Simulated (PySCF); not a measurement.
# From a log to its input

A PySCF 2.14 run on the atoms K 0 0 0; P 0 0 2.709 (angstrom) printed this (some set-up lines and the per-cycle HOMO/LUMO lines with their warnings removed):

```
PySCF version 2.14.0


nuclear repulsion = 55.672021082392
number of shells = 27
number of NR pGTOs = 100
number of NR cGTOs = 55
basis = jorge-dzp-dkh
ecp = {}

******** <class 'pyscf.x2c.sfx2c1e.sfX2C1eROKS'> ********
method = sfX2C1eROKS
initial guess = minao
damping factor = 0
level_shift factor = 0
DIIS = <class 'pyscf.scf.diis.CDIIS'>
SCF conv_tol = 1e-09
SCF max_cycles = 50
num. doubly occ = 16  num. singly occ = 2
XC functionals = pw6b95

grids dens level: 3

******** <class 'pyscf.x2c.sfx2c1e.SpinFreeX2CHelper'> ********
approx = 1e
xuncontract = 1
tot grids = 39224
init E= -944.956057132396
cycle= 1 E= -945.029836159864  delta_E= -0.0738  |g|= 0.174  |ddm|= 1.08
cycle= 2 E= -944.938394971858  delta_E= 0.0914  |g|= 0.387  |ddm|= 1.27
cycle= 3 E= -945.052815424666  delta_E= -0.114  |g|= 0.019  |ddm|= 0.863
cycle= 4 E= -945.053010673946  delta_E= -0.000195  |g|= 0.00622  |ddm|= 0.0703
cycle= 5 E= -945.053021051035  delta_E= -1.04e-05  |g|= 0.000862  |ddm|= 0.00841
cycle= 6 E= -945.053021455738  delta_E= -4.05e-07  |g|= 0.000116  |ddm|= 0.00233
cycle= 7 E= -945.053021469235  delta_E= -1.35e-08  |g|= 7.13e-05  |ddm|= 0.000583
cycle= 8 E= -945.053021470768  delta_E= -1.53e-09  |g|= 3.22e-05  |ddm|= 0.000603
cycle= 9 E= -945.053021470332  delta_E= 4.36e-10  |g|= 8.03e-06  |ddm|= 0.000268
Extra cycle  E= -945.053021470839  delta_E= -5.07e-10  |g|= 2.1e-05  |ddm|= 0.000109
converged SCF energy = -945.053021470839
**** SCF Summaries ****
Total Energy =                        -945.053021470838644
Nuclear Repulsion Energy =              55.672021082392035
One-electron Energy =                -1413.266232913293152
Two-electron Energy =                  412.541190360062501
Two-electron Coulomb Energy =          470.330900126480969
DFT Exchange-Correlation Energy =      -57.789709766418468
**** MO energy ****
                Roothaan           | alpha              | beta
[7 lines left out]
MO #8   energy= -4.69497883048159  | -4.70277806693558  | -4.68717959402045  occ= 2
MO #9   energy= -4.69497883047683  | -4.70277806693033  | -4.68717959401597  occ= 2
MO #10  energy= -4.68869281005659  | -4.69057731314895  | -4.68680830696433  occ= 2
MO #11  energy= -1.42406627173318  | -1.42424513707843  | -1.42388740638835  occ= 2
MO #12  energy= -0.767178211088847 | -0.767445701945322 | -0.766910720422503 occ= 2
MO #13  energy= -0.76717821107969  | -0.767445701936132 | -0.766910720413024 occ= 2
MO #14  energy= -0.766440338866819 | -0.766927403381096 | -0.765953274352636 occ= 2
MO #15  energy= -0.469725114306385 | -0.507195805906133 | -0.43225442270673  occ= 2
MO #16  energy= -0.146939512291104 | -0.15913022057034  | -0.134748804011796 occ= 2
MO #17  energy= -0.115184306806665 | -0.188333572739907 | -0.0420348212949356 occ= 1
MO #18  energy= -0.115184306802612 | -0.188333572734154 | -0.0420348212926803 occ= 1
MO #19  energy= -0.0477984361570993 | -0.0493977621305236 | -0.0461991101838313 occ= 0
MO #20  energy= 0.0188660940586265 | 0.0180735024584709 | 0.0196586241761044 occ= 0
MO #21  energy= 0.0188660940658879 | 0.0180735024650937 | 0.0196586241845357 occ= 0
[34 lines left out]
 ** Mulliken pop on meta-lowdin orthogonal AOs  **
 ** Mulliken pop  **
pop of  0 K 1s            2.00000
pop of  0 K 2s            1.99992
pop of  0 K 3s            1.99961
pop of  0 K 4s            0.30530
pop of  0 K 5s            0.01100
pop of  0 K 6s            0.00587
pop of  0 K 7s            0.00122
pop of  0 K 8s            0.00054
pop of  0 K 2px           1.99997
pop of  0 K 2py           1.99997
pop of  0 K 2pz           1.99997
pop of  0 K 3px           1.99978
[43 lines left out]
 ** Mulliken atomic charges  **
charge of    0K =      0.64696
charge of    1P =     -0.64696
Dipole moment(X, Y, Z, Debye):  0.00000, -0.00000, -8.18669
orbital energies (hartree): [-0.7664 -0.4697 -0.1469 -0.1152 -0.1152 -0.0478  0.0189  0.0189]
```

Question: Write the input that gave this log.

Answer: The input was:

```python
from pyscf import gto, dft

mol = gto.M(
    atom='K 0 0 0; P 0 0 2.709',
    basis='jorge-dzp-dkh',
    charge=0,
    spin=2,
    verbose=4,
)
mf = dft.ROKS(mol, xc='pw6b95')
mf = mf.sfx2c1e()
mf.kernel()
mf.analyze()
print('orbital energies (hartree):', mf.mo_energy[..., max(0, mol.nelec[1]-3):mol.nelec[0]+3].round(4))
```

The bond length is a typed value, not an optimised one. No search for the lowest solution was made.
